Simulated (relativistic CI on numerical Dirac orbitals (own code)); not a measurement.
**Ir⁴⁺ (5d5) in a crystal field**

Calculated by Dirac-Coulomb-Breit CI, separate exchange-only KLI orbitals for each configuration, a model potential for QED, valence Slater integrals scaled by 0.75, one configuration in a parametric crystal field (own radial code).

Field parameters in Wybourne normalisation: D3d B²₀ = −7Dσ, B⁴₀ = −14Dq − 21Dτ, B⁴₃ = −14√(10/7) Dq. The field is a parameter set, without covalency.

S and J are read from ⟨S²⟩ = S(S + 1) and ⟨J²⟩ = J(J + 1) of each level; they are not fictitious spins.

D3d, 10Dq = 28950, Dσ = -1200, Dτ = 40 cm⁻¹, the lowest 16 levels:

| E (cm⁻¹) | Degeneracy | Irrep | S | J |
| --- | --- | --- | --- | --- |
| 0.0 | 2 | Γ4 | 0.68 | 4.15 |
| 7800 | 2 | Γ4 | 0.68 | 4.28 |
| 9492 | 2 | Γ5+Γ6 | 0.70 | 4.26 |
| 18268 | 2 | Γ4 | 1.60 | 3.57 |
| 18439 | 2 | Γ5+Γ6 | 1.61 | 3.60 |
| 21007 | 2 | Γ4 | 1.72 | 3.49 |
| 22801 | 2 | Γ5+Γ6 | 1.48 | 3.51 |
| 23686 | 2 | Γ4 | 1.48 | 3.35 |
| 24943 | 2 | Γ4 | 1.49 | 3.23 |
| 27174 | 2 | Γ4 | 1.38 | 3.72 |
| 27645 | 2 | Γ5+Γ6 | 1.42 | 3.80 |
| 28476 | 2 | Γ4 | 1.39 | 3.79 |
| 28892 | 2 | Γ4 | 1.48 | 3.73 |
| 28934 | 2 | Γ5+Γ6 | 1.34 | 3.88 |
| 29298 | 2 | Γ4 | 1.34 | 3.71 |
| 30785 | 2 | Γ5+Γ6 | 0.88 | 4.57 |

Principal g values of the ground doublet: 1.90, 2.30, 2.30.

D3d, 10Dq = 28950, Dσ = -980, Dτ = 40 cm⁻¹, the lowest 10 levels:

```json
{"E (cm⁻¹)": "0.0", "Degeneracy": "2", "Irrep": "Γ4", "S": "0.68", "J": "4.16"}
{"E (cm⁻¹)": "7928", "Degeneracy": "2", "Irrep": "Γ4", "S": "0.68", "J": "4.28"}
{"E (cm⁻¹)": "9291", "Degeneracy": "2", "Irrep": "Γ5+Γ6", "S": "0.70", "J": "4.26"}
{"E (cm⁻¹)": "18265", "Degeneracy": "2", "Irrep": "Γ4", "S": "1.60", "J": "3.56"}
{"E (cm⁻¹)": "18407", "Degeneracy": "2", "Irrep": "Γ5+Γ6", "S": "1.61", "J": "3.59"}
{"E (cm⁻¹)": "21006", "Degeneracy": "2", "Irrep": "Γ4", "S": "1.73", "J": "3.48"}
{"E (cm⁻¹)": "22893", "Degeneracy": "2", "Irrep": "Γ5+Γ6", "S": "1.48", "J": "3.50"}
{"E (cm⁻¹)": "23649", "Degeneracy": "2", "Irrep": "Γ4", "S": "1.48", "J": "3.38"}
{"E (cm⁻¹)": "24873", "Degeneracy": "2", "Irrep": "Γ4", "S": "1.49", "J": "3.19"}
{"E (cm⁻¹)": "27324", "Degeneracy": "2", "Irrep": "Γ4", "S": "1.38", "J": "3.75"}
```

Principal g values of the ground doublet: 2.00, 2.28, 2.28.

D3d, 10Dq = 28950, Dσ = -760, Dτ = 40 cm⁻¹, the lowest 10 levels:

```csv
E (cm⁻¹),Degeneracy,Irrep,S,J
0.0,2,Γ4,0.69,4.16
8070,2,Γ4,0.68,4.28
9097,2,Γ5+Γ6,0.70,4.27
18266,2,Γ4,1.61,3.56
18380,2,Γ5+Γ6,1.61,3.58
21007,2,Γ4,1.74,3.48
22993,2,Γ5+Γ6,1.48,3.49
23597,2,Γ4,1.48,3.40
24809,2,Γ4,1.48,3.16
27494,2,Γ4,1.39,3.76
```

Principal g values of the ground doublet: 2.09, 2.26, 2.26.

The free-ion ground term has S = 5/2. The field overcomes the spin-pairing energy for D3d, 10Dq = 28950, Dσ = -1200, Dτ = 40 cm⁻¹; D3d, 10Dq = 28950, Dσ = -980, Dτ = 40 cm⁻¹; D3d, 10Dq = 28950, Dσ = -760, Dτ = 40 cm⁻¹, where the ground state has lower spin; these fields are assumed values.

Levels of this model without a field, named by their leading LS term (the scale mimics covalency, so terms lie below those of the real free ion): 6S_5/2 0, 4G_5/2 14939, 4G_7/2 20106, 4P_3/2 21044, 4G_11/2 21139, 4G_5/2 21918, 4G_9/2 22270, 4P_1/2 24152 cm⁻¹.
